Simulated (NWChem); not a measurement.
System meant: TiNHCl$_{2}$; SMILES [Cl][Ti]([Cl])=[NH]

The following NWChem deck was run.

```
start job
memory heap 200 mb stack 900 mb global 1100 mb
geometry units angstroms noautosym nocenter noautoz
  Ti    -0.319679     0.140605     0.000000
  N     -1.804327    -0.596101     0.000000
  H     -2.665210    -1.160337     0.000000
  Cl     0.734807     0.000030     1.960470
  Cl     0.734807     0.000030    -1.960470
end
basis spherical
  Ti library def2-svp
  N library def2-svp
  H library def2-svp
  Cl library def2-svp
end
dft
  xc m06-2x
  iterations 150
end
property
  shielding 4 1 2 3 4
end
task dft property
```

End of the output:

```
 Vector   35  Occ=0.000000D+00  E=-3.361542D-02
              MO Center= -4.0D-01,  9.2D-02, -2.2D-08, r^2= 2.3D+00
   Bfn.  Coefficient  Atom+Function         Bfn.  Coefficient  Atom+Function
  ----- ------------  ---------------      ----- ------------  ---------------
    15      0.478963  1 Ti d -2              19     -0.364469  1 Ti d  2
    13      0.333035  1 Ti py                20      0.264663  1 Ti d -2
    39      0.250855  2 N  py                17      0.239553  1 Ti d  0
    24     -0.212782  1 Ti d  2              36     -0.210019  2 N  py
     5      0.196471  1 Ti s                 10     -0.153582  1 Ti py

 center of mass
 --------------
 x =   0.12632069 y =  -0.04409058 z =   0.00000000

 moments of inertia (a.u.)
 ------------------
         985.511546357683         -58.273695329103           0.000000000000
         -58.273695329103        1297.802620881916           0.000000000000
           0.000000000000           0.000000000000         363.499015790301

     Multipole analysis of the density
     ---------------------------------

     L   x y z        total         alpha         beta         nuclear
     -   - - -        -----         -----         ----         -------
     0   0 0 0     -0.000000    -32.000000    -32.000000     64.000000

     1   1 0 0     -0.995908     -3.006566     -3.006566      5.017224
     1   0 1 0      0.523989      2.377273      2.377273     -4.230556
     1   0 0 1     -0.000000     -0.000000     -0.000000      0.000000

     2   2 0 0    -33.410819   -106.872647   -106.872647    180.334475
     2   1 1 0      0.622781    -16.889271    -16.889271     34.401323
     2   1 0 1     -0.000000     -0.000000     -0.000000      0.000000
     2   0 2 0    -31.641031    -23.442366    -23.442366     15.243701
     2   0 1 1      0.000000      0.000000      0.000000      0.000000
     2   0 0 2    -42.019898   -254.338022   -254.338022    466.656146

          -----------------------------------------
          Chemical Shielding Tensors (GIAO, in ppm)
          -----------------------------------------

 ------------------------------------------------------------------------
  xm06: d2 not coded                    0
 ------------------------------------------------------------------------
 ------------------------------------------------------------------------
  current input line :
    23: task dft property
 ------------------------------------------------------------------------
 ------------------------------------------------------------------------
 This error has not yet been assigned to a category
 ------------------------------------------------------------------------
 For more information see the NWChem manual at https://nwchemgit.github.io

0: xm06: d2 not coded:Received an Error in Communication
```

### Question
Can this run be used? If not, why, and what is the fix?

### Answer
The run crashed. Cause: this functional's second derivatives, which shieldings need, aren't coded here; the fix takes a hybrid GGA instead. This input runs:
```
start job
memory heap 200 mb stack 900 mb global 1100 mb
geometry units angstroms noautosym nocenter noautoz
  Ti    -0.319679     0.140605     0.000000
  N     -1.804327    -0.596101     0.000000
  H     -2.665210    -1.160337     0.000000
  Cl     0.734807     0.000030     1.960470
  Cl     0.734807     0.000030    -1.960470
end
basis spherical
  * library def2-svp
end
dft
  xc pbe0
  iterations 150
end
property
  shielding 4 1 2 3 4
end
task dft property
```
It converges to -1824.34328 Ha (PBE0/def2-SVP, GIAO).
